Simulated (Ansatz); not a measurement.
Calculated with Ansatz (gas phase, PBE0-D4/def2-TZVP geometries, no zero-point term in ΔE). CCSD(T)/CBS is the MP2 limit (def2-TZVPP, def2-QZVPP) plus CCSD(T) − MP2 in def2-TZVPP, frozen cores. Functionals use def2-TZVPP. B3LYP here is the variant with VWN-RPA as its local correlation; programs differ in this. Each species was taken in one conformer, which may not be the lowest.

`C=CBB(C)F` + `N=C[SiH3]` → `CB(F)BC=N` + `C=C[SiH3]`  (redistribution)

Is it downhill or uphill in electronic energy at CCSD(T)/CBS, and by how much? (Best estimate.)

Computed: Uphill: ΔE = +2.0 kcal/mol.

What do these levels give: PBE-D4, PBE0-D4, B3LYP-D4, ωB97X-V, ωB97M-V, B2PLYP, r2SCAN, HF/def2-TZVPP, CCSD(T)/def2-TZVPP, MP2/def2-QZVPP, SCS-MP2/def2-QZVPP, CCSD/CBS(def2)? (An estimate is asked.)

The calculation gave: PBE-D4 0.7, PBE0-D4 1.5, B3LYP-D4 1.8, ωB97X-V 1.9, ωB97M-V 2.0, B2PLYP 2.2, r2SCAN 0.6, HF/def2-TZVPP 3.3, CCSD(T)/def2-TZVPP 2.0, MP2/def2-QZVPP 2.1, SCS-MP2/def2-QZVPP 2.4, CCSD/CBS(def2) 2.2 kcal/mol.

Largest T1 diagnostic among the species: 0.015.

In def2-TZVPP, CCSD(T) changes the Hartree–Fock value by −1.3 kcal/mol (the triples alone add −0.2 kcal/mol) and MP2 by −1.1 kcal/mol. From PBE to PBE0 (25 % exact exchange), in def2-TZVPP and without D4, ΔE moves by +0.8 kcal/mol.
